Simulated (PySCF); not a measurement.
Spectrum to structure. Method: PySCF 2.14.0, density-fitted response routines, TDDFT CAM-B3LYP/def2-SVPD, vertical, gas phase, core orbitals frozen in the response. Geometries: PBE0-D3(BJ)/def2-SVP, one conformer each.

| state | λ (nm) | f |
| --- | --- | --- |
| S1 | 209.8 | 0.0001 |
| S2 | 173.8 | 0.0003 |
| S3 | 172.3 | 0.0002 |
| S4 | 160.8 | 0.077 |
| S5 | 151.1 | 0.0039 |
| S6 | 150.5 | 0.039 |

Orbital energies (eV): HOMO-3 -11.26, HOMO-2 -10.09, HOMO-1 -9.88, HOMO -9.87, LUMO 0.82, LUMO+1 0.87, LUMO+2 1.30.

Task: Which candidate is it? All have the formula C5H9ClO2.
A. `C1[C@H](OCOC1)CCl`
B. `C=C(Cl)COCCO`
C. `CC(C)(Cl)CC(=O)O`

Result: C. Its S1, at 5.91 eV, is the lowest among the candidates; the nearest of the others has S1 at 6.69 eV. S1 is HOMO-2→LUMO (26%), HOMO→LUMO (24%), HOMO-2→LUMO+1 (20%). Löwdin shares by element: HOMO (one of a set within 0.03 eV) chlorine 50%, oxygen 24% or more, carbon 13% or more; LUMO oxygen 38%, carbon 37% or more (atoms not listed hold the other 26%). At the same level the other candidates give, for their lowest levels:
- `C=C(Cl)COCCO`: 185 nm (f 0.000); 181 nm (f 0.279); 172 nm (f 0.001); 168 nm (f 0.035); 166 nm (f 0.009); HOMO -8.86, LUMO 0.79 eV
- `ClC[C@@H]1CCOCO1`: 166 nm (f 0.004); 164 nm (f 0.006); 158 nm (f 0.001); 156 nm (f 0.021); 150 nm (f 0.006); HOMO -9.48, LUMO 1.35 eV

The values belong to the conformer `[CH3:1][C:2]([CH3:3])([Cl:4])[CH2:5][C:6](=[O:7])[OH:8]`: C1–C2–C5–C6 66°, C2–C5–C6–O7 -7°, H–O8–C6–C5 179°.

Without π bonds the low states are Rydberg-like; a valence basis with one diffuse set may place them up to an eV too high.
